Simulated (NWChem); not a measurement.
Basis-set convergence for Cl2Se

```xyz
3

Se     0.0000     0.0000     0.6841
Cl    -1.6848     0.0000    -0.6841
Cl     1.6848     0.0000    -0.6841
```
Charge 0, spin multiplicity 1.

The numbers come from NWChem runs, not from measurements. All single points use one geometry, from PBE0/def2-SVP, a minimum by its harmonic frequencies.

Quantity: vertical ionisation energy at the level ΔPBE (Δ: difference of total energies, the cation a doublet at the parent's geometry with its hole in an orbital of symmetry b2 (C2v labels); it is the state that the SCF runs reached, from PBE0 orbitals for Hartree-Fock references, and need not be the lowest).

The Hamiltonian is non-relativistic. The structure started from a generated list of species. No SCF solution was tested for a lower state.

The cost column gives rough processor time relative to STO-3G; each entry includes its own SCF.

Q: In aug-cc-pVTZ the value is 9.04 eV. Among STO-3G, 3-21G, def2-SVP, aug-pcseg-1, aug-cc-pVDZ, cc-pVTZ, pcseg-2, def2-TZVP, def2-TZVPP, which is the smallest basis within 0.2 eV of it?

A: def2-SVP, with 68 functions against 159 and about 4 % of the time (also within reach: aug-pcseg-1, aug-cc-pVDZ, cc-pVTZ, pcseg-2, def2-TZVP, def2-TZVPP). aug-cc-pVTZ isn't the basis-set limit itself, and a small set can land close by cancellation.

```
basis        functions  vertical ionisation energy (eV)  relative cost
-----------  ---------  -------------------------------  -------------
STO-3G              36                             7.85              1
3-21G               48                             9.33        under 3
def2-SVP            68                             8.97        under 3
aug-pcseg-1         90                             9.12              4
aug-cc-pVDZ         90                             9.08             10
cc-pVTZ            111                             9.02             30
pcseg-2            111                             9.05              8
def2-TZVP          122                             9.01              6
def2-TZVPP         132                             9.01              6
aug-cc-pVTZ        159                             9.04             40
```
